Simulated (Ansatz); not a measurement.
Gas-phase electronic energies from Ansatz, PBE0-D4/def2-TZVP geometries. CCSD(T)/CBS adds triple-zeta CCSD(T) − MP2 to the extrapolated MP2 energy (def2 sets, frozen cores). This one scheme is used for every species. DFT in def2-TZVPP. B3LYP here is the variant with VWN-RPA as its local correlation; programs differ in this. def2 core potentials past Kr. For Ge, Sn outer-core shells are correlated without core-valence functions, which leaves a few kJ/mol of doubt a bond. Scalar relativity is left out up to krypton. Each species was taken in one conformer, which may not be the lowest.

Consider the formal exchange of groups at the Sn–O bond: `N[SiH](F)[O][SnH3]` + `[OH][GeH3]` → `[OH][GeH2][SnH3]` + `N[SiH](O)F`.

`N[SiH](F)[O][SnH3]`:

```xyz
11

N     0.644    1.581    0.100
Si   -0.887    0.917    0.475
F    -0.868    0.793    2.069
O    -1.057   -0.512   -0.245
Sn    0.336   -1.885   -0.545
H     0.880    1.825   -0.848
H     1.091    2.202    0.756
H    -2.069    1.737    0.136
H     1.257   -1.349   -1.875
H     1.248   -2.033    0.883
H    -0.574   -3.276   -0.904
```

`[OH][GeH3]`:

Cartesian coordinates in Å:
```
O -0.872 -0.041 -1.059
Ge 0.207 0.183 0.343
H -0.803 -0.918 -1.442
H -0.054 1.622 0.795
H 1.673 -0.017 -0.086
H -0.152 -0.829 1.448
```

`[OH][GeH2][SnH3]`:

```xyz
9

O     1.600    1.419    0.634
Ge    0.353    0.215    1.081
Sn   -0.967   -0.535   -1.042
H     2.276    1.052    0.060
H     1.035   -0.987    1.774
H    -0.525    0.966    2.092
H     0.134   -1.054   -2.242
H    -2.018   -1.832   -0.682
H    -1.887    0.755   -1.675
```

`N[SiH](O)F`:

Cartesian coordinates in Å:
```
N 0.672 -0.935 -0.288
Si -0.031 0.472 0.356
O -1.245 0.996 -0.594
F -0.534 0.034 1.806
H 1.124 -1.602 0.314
H 1.048 -0.955 -1.221
H 0.829 1.655 0.541
H -1.862 0.335 -0.915
```

```json
{"level": "PBE-D4", "ΔE (kcal/mol)": "-3.8", "difference from CCSD(T)/CBS": "-3.6"}
{"level": "r2SCAN-D4", "ΔE (kcal/mol)": "-1.2", "difference from CCSD(T)/CBS": "-1.0"}
{"level": "PBE0-D4", "ΔE (kcal/mol)": "-3.4", "difference from CCSD(T)/CBS": "-3.2"}
{"level": "B3LYP-D4", "ΔE (kcal/mol)": "-1.0", "difference from CCSD(T)/CBS": "-0.8"}
{"level": "ωB97X-V", "ΔE (kcal/mol)": "0.5", "difference from CCSD(T)/CBS": "0.7"}
{"level": "ωB97M-V", "ΔE (kcal/mol)": "-0.7", "difference from CCSD(T)/CBS": "-0.5"}
{"level": "B2PLYP", "ΔE (kcal/mol)": "-0.6", "difference from CCSD(T)/CBS": "-0.4"}
{"level": "PBE", "ΔE (kcal/mol)": "-4.4", "difference from CCSD(T)/CBS": "-4.2"}
{"level": "r2SCAN", "ΔE (kcal/mol)": "-1.4", "difference from CCSD(T)/CBS": "-1.2"}
{"level": "PBE0", "ΔE (kcal/mol)": "-3.9", "difference from CCSD(T)/CBS": "-3.7"}
{"level": "B3LYP", "ΔE (kcal/mol)": "-2.0", "difference from CCSD(T)/CBS": "-1.8"}
{"level": "HF/def2-TZVPP", "ΔE (kcal/mol)": "2.5", "difference from CCSD(T)/CBS": "2.7"}
{"level": "MP2/def2-TZVPP", "ΔE (kcal/mol)": "-0.1", "difference from CCSD(T)/CBS": "0.1"}
{"level": "SCS-MP2/def2-TZVPP", "ΔE (kcal/mol)": "1.5", "difference from CCSD(T)/CBS": "1.7"}
{"level": "CCSD/def2-TZVPP", "ΔE (kcal/mol)": "0.1", "difference from CCSD(T)/CBS": "0.3"}
{"level": "CCSD(T)/def2-TZVPP", "ΔE (kcal/mol)": "0.2", "difference from CCSD(T)/CBS": "0.4"}
{"level": "HF/def2-QZVPP", "ΔE (kcal/mol)": "3.1", "difference from CCSD(T)/CBS": "3.3"}
{"level": "MP2/def2-QZVPP", "ΔE (kcal/mol)": "-0.1", "difference from CCSD(T)/CBS": "0.1"}
{"level": "SCS-MP2/def2-QZVPP", "ΔE (kcal/mol)": "1.6", "difference from CCSD(T)/CBS": "1.8"}
{"level": "HF/CBS(def2)", "ΔE (kcal/mol)": "3.2", "difference from CCSD(T)/CBS": "3.4"}
{"level": "MP2/CBS(def2)", "ΔE (kcal/mol)": "-0.5", "difference from CCSD(T)/CBS": "-0.3"}
{"level": "CCSD/CBS(def2)", "ΔE (kcal/mol)": "-0.3", "difference from CCSD(T)/CBS": "-0.1"}
{"level": "CCSD(T)/CBS", "ΔE (kcal/mol)": "-0.2", "difference from CCSD(T)/CBS": "0"}
```

Largest T1 diagnostic among the species: 0.013.

In def2-TZVPP, CCSD(T) changes the Hartree–Fock value by −2.3 kcal/mol (the triples alone add +0.1 kcal/mol) and MP2 by −2.6 kcal/mol. The D4 term adds +1.0 kcal/mol with B3LYP and +0.5 kcal/mol with PBE0; it sums over pairs of atoms, weighted by their polarisabilities, and B3LYP, whose exchange is more repulsive, gets the larger term.
